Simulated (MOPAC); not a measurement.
Input file for MOPAC: AM1 on SeS, 2S+1 = 3, a spin state set in the input, which need not be the lowest, a point of a bond scan (R = 1.937 Å).

```
AM1 1SCF PRECISE CHARGE=0 UHF MS=1 THREADS=1
SSe

S      0.00000000 1     0.00000000 1     0.00000000 1
Se     0.00000000 1     0.00000000 1     1.93717900 1
```

Output:

```
*******************************************************************************
 **                                                                           **
 **                              MOPAC v23.2.5                                **
 **                                                                           **
 *******************************************************************************
 ** MOPAC's Digital Object Identifier: https://doi.org/10.5281/zenodo.6511958 **
 **                                                                           **
 ** Please cite the open-source release paper for use of this MOPAC version:  **
 ** J. E. Moussa and J. J. P. Stewart (2026)                                  **
 ** MOPAC: An open-source semiempirical molecular orbital program             **
 ** J. Open Source Softw., 11(119), 8025, https://doi.org/10.21105/joss.08025 **
 *******************************************************************************

                              AM1 CALCULATION RESULTS

 *******************************************************************************
 *  AM1        - The AM1 Hamiltonian to be used
 *  UHF        - UNRESTRICTED HARTREE-FOCK CALCULATION
 *
 *
 *
 *                 CHARGE ON SYSTEM = 0
 *
 *
 *
 *  MS=        - IN MECI, MAGNETIC COMPONENT OF SPIN =  1.0
 *  PRECISE    - TIGHTER CRITERIA TO BE USED
 *  1SCF       - DO 1 SCF AND THEN STOP
 *  THREADS=1  - MULTI-THREADING NOT USED
 *  T=         - A TIME OF 172800.0 SECONDS REQUESTED
 *  DUMP=N     - RESTART FILE WRITTEN EVERY 7200.0 SECONDS REQUESTED
 *******************************************************************************
AM1 1SCF PRECISE CHARGE=0 UHF MS=1 THREADS=1
 SSe

   ATOM   CHEMICAL          X               Y               Z
  NUMBER   SYMBOL      (ANGSTROMS)     (ANGSTROMS)     (ANGSTROMS)

     1       S          0.00000000  *   0.00000000  *   0.00000000  *
     2      Se          0.00000000  *   0.00000000  *   1.93717900  *



          CARTESIAN COORDINATES

    NO.       ATOM           X           Y           Z

     1         S          0.0000      0.0000      0.0000
     2        Se          0.0000      0.0000      1.9372

  S: (AM1): M.J.S. DEWAR, Y-C YUAN, INORGANIC CHEMISTRY, 29, 3881:3890,  (1990)
 Se: (AM1): J. J. P. STEWART, J. MOL. MOD., 10, 155-164 (2004)

           Empirical Formula: S Se  =     2 atoms



      MOLECULAR POINT GROUP   :   C*v


          UHF CALCULATION, NO. OF ALPHA ELECTRONS =    7
                           NO. OF BETA  ELECTRONS =    5

 -------------------------------------------------------------------------------
 AM1 1SCF PRECISE CHARGE=0 UHF MS=1 THREADS=1
 SSe



     1SCF WAS SPECIFIED, SO BFGS WAS NOT USED
     SCF FIELD WAS ACHIEVED


                              AM1 CALCULATION
                                                       MOPAC v23.2.5 Linux




          FINAL HEAT OF FORMATION =         29.82100 KCAL/MOL =     124.77105 KJ/MOL


          COSMO AREA              =         86.30 SQUARE ANGSTROMS
          COSMO VOLUME            =         71.53 CUBIC ANGSTROMS

          IONIZATION POTENTIAL    =          8.626733 EV
          ALPHA SOMO LUMO (EV)    =         -8.627 -2.686
          BETA  SOMO LUMO (EV)    =        -10.262 -1.729
          NO. OF ALPHA ELECTRONS  =          7
          NO. OF BETA  ELECTRONS  =          5
          MOLECULAR WEIGHT        =        111.0200         POINT GROUP:  C*v

          MOLECULAR DIMENSIONS (Angstroms)

            Atom       Atom       Distance
           Se     2    S     1     1.93718
           Se     2    S     1     0.00000
            S     1   Se     2     0.00000


          SCF CALCULATIONS        =          1





   ATOM   CHEMICAL          X               Y               Z
  NUMBER   SYMBOL      (ANGSTROMS)     (ANGSTROMS)     (ANGSTROMS)

     1       S          0.00000000  *   0.00000000  *   0.00000000  *
     2      Se          0.00000000  *   0.00000000  *   1.93717900  *

                             CARTESIAN COORDINATES

   1    S        0.000000000     0.000000000     0.000000000
   2   Se        0.000000000     0.000000000     1.937179000


           Empirical Formula: S Se  =     2 atoms



      MOLECULAR POINT GROUP   :   C*v


          ALPHA EIGENVALUES
 -23.07000 -17.59603 -12.64871 -12.49982 -12.49982  -8.62673  -8.62673  -2.68647


           BETA EIGENVALUES
 -20.20891 -14.43837 -11.29047 -10.26184 -10.26184  -1.72876  -1.72876  -1.08828


              NET ATOMIC CHARGES AND DIPOLE CONTRIBUTIONS

  ATOM NO.   TYPE          CHARGE      No. of ELECS.   s-Pop       p-Pop
    1          S          -0.207088        6.2071     1.96251     4.24458
    2         Se           0.207088        5.7929     1.97031     3.82260
 DIPOLE           X         Y         Z       TOTAL
 POINT-CHG.     0.000     0.000     1.927     1.927
 HYBRID         0.000    -0.000    -0.032     0.032
 SUM            0.000    -0.000     1.895     1.895


          ATOMIC ORBITAL ELECTRON POPULATIONS

     Atom    s        px        py        pz
    1  S   1.96251   1.53349   1.53349   1.17759
    2 Se   1.97031   1.46651   1.46651   0.88958


                    (SZ)    =    1.000000
                    (S**2)  =    2.021114


          ATOMIC ORBITAL SPIN POPULATIONS

    Atom   Total    s     px     py     pz
         Atomic
    1  S  1.0160  0.014  0.467  0.467  0.069
    2 Se  0.9840  0.023  0.533  0.533 -0.106

 **********************
 *                    *
 * JOB ENDED NORMALLY *
 *                    *
 **********************




 == MOPAC DONE ==
```

The run finished.

Cost: around 0.020 core-seconds (rough).
